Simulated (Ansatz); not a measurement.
Ansatz (a quantum-chemistry and plane-wave program) input:

Ansatz 0.2 input:
```yaml
crystal:
  periodic: [false, false, false]
  atoms:
    - {symbol: Mg, position_ang: [-0.00000000, -0.00000000, -0.73136473]}
    - {symbol: O, position_ang: [0.00000000, 0.00000000, 1.09704709]}
basis:
  gaussian:
    orbitals: def2-TZVP
hamiltonian:
  xc: b3lyp
  dispersion: d3bj
total_charge: 1
magnetization: {spin_polarized: true, initial_magnetization: 1}
phonons: {temperatures: {t_min: 298.15, t_max: 298.15, t_step: 100}}
```

What final total energy does it print?

-274.98560 Eh (B3LYP-D3(BJ)/def2-TZVP). The basis has 63 functions.
